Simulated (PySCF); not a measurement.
**Electron correlation in Ne⁺ (neon, charge +1)**

[He] 2s1 2p5 3s1, high-spin 4P determinant (an excited configuration). Calculation: PySCF 2.14, in x2c-TZVPPall with one added diffuse shell each of s, p, d type (6s4p3d1f, 40 functions); scalar relativity by spin-free X2C-1e. Frozen: 1s2; 7 electrons correlated.

```tsv
level	correlation energy (mhartree)
CCSD	-196.56
(T)	-5.55
CCSD(T)	-202.11
```

Diagnostics: T1 = 0.0043, D1 = 0.0116, largest double amplitude 0.130.

Problem. Is a single reference adequate?

Solution. Mostly. T1 lies below 0.03, but a double amplitude of this size points to a near-degeneracy that CCSD handles and MP2 describes poorly.
